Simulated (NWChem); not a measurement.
Molecule: C₂HBCl₂; SMILES C#CB(Cl)Cl

Computed with NWChem. Pople sets run with spherical d functions. STO-3G and 3-21G are far too small for this property and stand as cheap habits. Coordinates come from a PBE0/def2-SVP optimisation. Vertical excitations in the gas phase; the lowest state need not have the same character in each row.

Task: Order these runs by computing time, cheapest first, and give rough ratios: PBE0/aug-cc-pVDZ, TDA; PBE0/6-31G*, TDA; PBE0/3-21G, TDA.

Result: PBE0/3-21G, TDA (1), PBE0/6-31G*, TDA (4), PBE0/aug-cc-pVDZ, TDA (20). Ratios are rough, from one shared machine; the cheapest took around 17 core-seconds (rough). What differs between the cheapest and the dearest: lowest excitation, singlet (eV) 4.57 → 4.45; lowest state with f > 0.02, singlet (eV) 5.75 → 5.53; orbital gap (eV) 6.31 → 6.18.
